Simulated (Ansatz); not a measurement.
`N=CC[SiH2][SiH3]` + `CC(F)S` → `CC(F)S[SiH3]` + `N=CC[SiH3]`  (cleavage of the Si–Si bond)

Isolated molecules relaxed with PBE0-D4/def2-TZVP in Ansatz; ΔE leaves out vibrations. CCSD(T)/CBS adds triple-zeta CCSD(T) − MP2 to the extrapolated MP2 energy (def2 sets, frozen cores). DFT in def2-TZVPP. B3LYP here is the variant with VWN-RPA as its local correlation; programs differ in this. One conformer a species, not always the lowest.

`N=CC[SiH2][SiH3]`:

Cartesian coordinates in Å:
```
N -1.045 1.438 -1.663
C -1.060 0.186 -1.479
C 0.097 -0.718 -1.230
Si 0.257 -1.133 0.617
Si 0.551 0.817 1.879
H -0.086 1.795 -1.660
H -2.044 -0.295 -1.464
H 1.033 -0.254 -1.558
H -0.027 -1.664 -1.767
H -0.970 -1.850 1.065
H 1.419 -2.047 0.798
H -0.696 1.624 1.907
H 1.640 1.638 1.282
H 0.933 0.465 3.273
```

`CC(F)S`:

```xyz
9

C    -0.718    0.439    0.406
C     0.155   -0.167   -0.660
F     0.861    0.846   -1.284
S     1.265   -1.453   -0.066
H    -1.335   -0.328    0.874
H    -0.103    0.913    1.174
H    -1.365    1.199   -0.036
H    -0.443   -0.661   -1.433
H     1.683   -0.789    1.025
```

`CC(F)S[SiH3]`:

```xyz
12

C    -1.139   -0.521   -1.045
C     0.049   -1.160   -0.381
F    -0.303   -1.551    0.896
S     1.543   -0.118   -0.338
Si    1.011    1.356    1.115
H    -1.439    0.387   -0.520
H    -1.977   -1.221   -1.045
H    -0.894   -0.261   -2.075
H     0.368   -2.059   -0.917
H     0.860    0.775    2.470
H    -0.237    2.078    0.754
H     2.158    2.296    1.087
```

`N=CC[SiH3]`:

Cartesian coordinates in Å:
```
N 2.086 0.877 0.304
C 1.220 0.001 0.589
C -0.260 0.161 0.663
Si -1.103 -0.523 -0.885
H 1.646 1.785 0.142
H 1.591 -1.013 0.777
H -0.661 -0.389 1.521
H -0.537 1.214 0.773
H -2.579 -0.448 -0.723
H -0.695 0.275 -2.069
H -0.707 -1.940 -1.091
```

```csv
level,ΔE (kJ/mol),difference from CCSD(T)/CBS
PBE-D4,-37.9,11.0
r2SCAN-D4,-46.1,2.8
PBE0-D4,-41.0,7.9
B3LYP-D4,-47.3,1.6
ωB97X-V,-46.7,2.2
ωB97M-V,-51.5,-2.6
B2PLYP,-50.3,-1.4
PBE,-37.9,11.0
r2SCAN,-46.3,2.6
PBE0,-41.2,7.7
B3LYP,-47.0,1.9
HF/def2-TZVPP,-56.8,-7.9
MP2/def2-TZVPP,-55.0,-6.1
SCS-MP2/def2-TZVPP,-54.8,-5.9
CCSD/def2-TZVPP,-46.8,2.1
CCSD(T)/def2-TZVPP,-46.4,2.5
HF/def2-QZVPP,-57.2,-8.3
MP2/def2-QZVPP,-56.5,-7.6
SCS-MP2/def2-QZVPP,-56.3,-7.4
HF/CBS(def2),-57.3,-8.4
MP2/CBS(def2),-57.5,-8.6
CCSD/CBS(def2),-49.3,-0.4
CCSD(T)/CBS,-48.9,0
```

Largest T1 diagnostic among the species: 0.013.

From PBE to PBE0 (25 % exact exchange), in def2-TZVPP and without D4, ΔE moves by −3.3 kJ/mol.
